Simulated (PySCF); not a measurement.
thioethanol (C2H6S), singlet, geometry from GFN2-xTB; MP2/cc-pVDZ (PySCF).

PySCF was given this input:
```python
from pyscf import gto, scf, mp

mol = gto.M(
    atom='''
C     1.52061639    0.69110205   -0.00537013
C     0.01160357    0.83116525    0.00317706
S    -0.76180616   -0.83788851    0.00077464
H    -2.02039087   -0.40414507    0.00913826
H    -0.33041049    1.34965505    0.89884698
H    -0.33986788    1.35660473   -0.88474809
H     1.98452811    1.67524859   -0.00399531
H     1.85553895    0.14418625    0.87317856
H     1.84618103    0.15106283   -0.89165625
''',
    basis='cc-pvdz',
    verbose=4,
)

mf = scf.RHF(mol)
mf.kernel()

pt = mp.MP2(mf)
pt.kernel()
print('E(MP2) = %.10f' % pt.e_tot)
```

It wrote (shortened):

```
PySCF version 2.14.0

[INPUT] verbose = 4
[INPUT] num. atoms = 9
[INPUT] num. electrons = 34
[INPUT] charge = 0
[INPUT] spin (= nelec alpha-beta = 2S) = 0
[INPUT] symmetry False subgroup None
[INPUT] Mole.unit = angstrom
[INPUT] Symbol           X                Y                Z      unit          X                Y                Z       unit  Magmom
[INPUT]  1 C      1.520616390000   0.691102050000  -0.005370130000 AA    2.873548517625   1.305993598625  -0.010148074953 Bohr   0.0
[INPUT]  2 C      0.011603570000   0.831165250000   0.003177060000 AA    0.021927569367   1.570674686756   0.006003773281 Bohr   0.0
[INPUT]  3 S     -0.761806160000  -0.837888510000   0.000774640000 AA   -1.439605002407  -1.583379806820   0.001463857445 Bohr   0.0
[INPUT]  4 H     -2.020390870000  -0.404145070000   0.009138260000 AA   -3.817985408872  -0.763723496893   0.017268808655 Bohr   0.0
[INPUT]  5 H     -0.330410490000   1.349655050000   0.898846980000 AA   -0.624385334783   2.550478407136   1.698574620092 Bohr   0.0
[INPUT]  6 H     -0.339867880000   1.356604730000  -0.884748090000 AA   -0.642257211737   2.563611398990  -1.671931579332 Bohr   0.0
[INPUT]  7 H      1.984528110000   1.675248590000  -0.003995310000 AA    3.750214614401   3.165761025664  -0.007550041683 Bohr   0.0
[INPUT]  8 H      1.855538950000   0.144186250000   0.873178560000 AA    3.506460428963   0.272472523428   1.650068336242 Bohr   0.0
[INPUT]  9 H      1.846181030000   0.151062830000  -0.891656250000 AA    3.488776523067   0.285467376302  -1.684986109757 Bohr   0.0

nuclear repulsion = 107.456706466105
number of shells = 33
number of NR pGTOs = 135
number of NR cGTOs = 76
basis = cc-pvdz
ecp = {}

******** <class 'pyscf.scf.hf.RHF'> ********
method = RHF
initial guess = minao
damping factor = 0
level_shift factor = 0
DIIS = <class 'pyscf.scf.diis.CDIIS'>
diis_start_cycle = 1
diis_space = 8
diis_damp = 0
SCF conv_tol = 1e-09
SCF conv_tol_grad = None
SCF max_cycles = 50
direct_scf = True
direct_scf_tol = 1e-13
Set gradient conv threshold to 3.16228e-05
Initial guess from minao.
init E= -477.007064777075
  HOMO = -0.274857136729202  LUMO = 0.0728337088260034  gap/eV = 9.46115
cycle= 1 E= -476.72128385801  delta_E= 0.286  |g|= 0.326  |ddm|= 2.43
  HOMO = -0.339270434961661  LUMO = 0.142465400788983  gap/eV = 13.10870
cycle= 2 E= -476.757430168683  delta_E= -0.0361  |g|= 0.138  |ddm|= 0.397
  HOMO = -0.349964815490389  LUMO = 0.154912860655112  gap/eV = 13.73842
cycle= 3 E= -476.76254730386  delta_E= -0.00512  |g|= 0.0382  |ddm|= 0.128
  HOMO = -0.35064549460862  LUMO = 0.156299390330976  gap/eV = 13.79467
cycle= 4 E= -476.763188236698  delta_E= -0.000641  |g|= 0.0078  |ddm|= 0.051
  HOMO = -0.349851307926603  LUMO = 0.156724212651936  gap/eV = 13.78462
cycle= 5 E= -476.76321569723  delta_E= -2.75e-05  |g|= 0.00215  |ddm|= 0.0103
  HOMO = -0.350463428533692  LUMO = 0.156584378066964  gap/eV = 13.79747
cycle= 6 E= -476.763219129206  delta_E= -3.43e-06  |g|= 0.000563  |ddm|= 0.00525
  HOMO = -0.350444009042808  LUMO = 0.156638237423831  gap/eV = 13.79841
cycle= 7 E= -476.763219366921  delta_E= -2.38e-07  |g|= 0.000166  |ddm|= 0.00133
  HOMO = -0.350498381984829  LUMO = 0.15662964271241  gap/eV = 13.79966
cycle= 8 E= -476.76321938779  delta_E= -2.09e-08  |g|= 3.6e-05  |ddm|= 0.00045
  HOMO = -0.350500580759026  LUMO = 0.156629931804662  gap/eV = 13.79972
cycle= 9 E= -476.763219388657  delta_E= -8.68e-10  |g|= 1.09e-05  |ddm|= 7.57e-05
  HOMO = -0.350499704850042  LUMO = 0.156630185109358  gap/eV = 13.79971
Extra cycle  E= -476.763219388722  delta_E= -6.51e-11  |g|= 4.66e-06  |ddm|= 1.71e-05
converged SCF energy = -476.763219388722

******** <class 'pyscf.mp.mp2.RMP2'> ********
nocc = 17, nmo = 76
E(RMP2) = -477.204884221315  E_corr = -0.441664832592979
E(SCS-RMP2) = -477.205388484489  E_corr = -0.442169095767024
E_corr(same-spin) = -0.101340811551404
E_corr(oppo-spin) = -0.340324021041574
E(MP2) = -477.2048842213
```
